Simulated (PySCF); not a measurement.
GeHI3, SMILES [I][GeH]([I])[I]. Coordinates come from a PBE-D3(BJ)/def2-SVP optimisation. The def2 effective core potentials stand for the cores of I; spin–orbit coupling is left out.

Computed equilibrium geometry at PBE-D3(BJ)/def2-SVP (PySCF confirms it by a frequency run) as Cartesian coordinates in Å, and its point group:
point group C3v.
```xyz
5

Ge     0.0000     0.0000     0.6645
I     -2.0783    -1.1999    -0.1477
I      0.0000     2.3998    -0.1477
I      2.0783    -1.1999    -0.1477
H      0.0000     0.0000     2.2145
```
